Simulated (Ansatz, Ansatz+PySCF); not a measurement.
| atom | x (Å) | y (Å) | z (Å) |
| --- | --- | --- | --- |
| Li | 0.0000 | 0.0000 | -0.3995 |
| H | 0.0000 | 0.0000 | 1.1984 |
| H | 29.4990 | 0.1568 | -0.6406 |
| F | 30.0557 | -0.0174 | 0.0712 |

Basis set: STO-3G (spherical functions). Correlated methods keep 1 orbital frozen. Charge 0, multiplicity 1.

Computed with Ansatz (development build ahead of 0.2.0); each method stands on the lowest determinant of its kind that the runs found. Restricted open shells among the atoms or ions are ROHF, correlated in semicanonical orbitals with singles.

The atomization energy at this shape (free ground-state atoms in the same class of orbitals less the molecule, no zero-point energy) of singlet LiH2F in separate pieces:

```tsv
method	atomization energy
RHF-CCSD(T)	6.64 eV
UHF-MP2	6.20 eV
```

(1) What does RHF give?

## Answers

(1) 5.38 eV.

This basis has no polarisation functions and is too small for such energies, which can lie far from measured ones in either direction.
